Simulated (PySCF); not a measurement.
**C₆ coefficients of unlike pairs at MN15**

Calculated with PySCF 2.14 from the dipole response of each species, C₆(A,B) = (3/π) ∫ α_A(iu) α_B(iu) du, in atomic units, from isotropic polarisabilities. For ions this is the dispersion term alone; charge-induced terms of lower order in 1/R come first.

```tsv
species	configuration	basis	relativity	α (bohr³)	C₆ (like pair)
Hf	[Xe] 4f14 5d2 6s2 (3F)	x2c-TZVPPall with one added diffuse shell each of s, p, d, f type (12s8p8d4f1g)	spin-free X2C	90.09	1141
Cl-	[Ar] (1S)	aug-cc-pV(T+d)Z with one added diffuse shell each of s, p, d, f type (7s6p5d3f)	none	38.94	340.9
Si	[Ne] 3s2 3p2 (3P)	aug-cc-pCVTZ-DK with one added diffuse shell each of s, p, d, f type (9s8p6d4f)	spin-free X2C	40.81	327.4
Fe+	[Ar] 3d6 4s1 (6D)	def2-TZVPPD (6s6p4d2f1g)	none	30.77	150.8
```

Question: Estimate C₆ for Si with Hf.

Answer: The integral gives 605.7. The combination rule 2 C_A C_B / (C_A α_B/α_A + C_B α_A/α_B) gives 602.8 and the geometric mean 611.2.

No spin-orbit coupling is included.

The other pairs:

```json
{"pair": "Fe+, Hf", "C₆": "413.9"}
{"pair": "Si, Cl-", "C₆": "332.0"}
{"pair": "Fe+, Si", "C₆": "220.5"}
{"pair": "Fe+, Cl-", "C₆": "223.3"}
{"pair": "Cl-, Hf", "C₆": "610.7"}
```
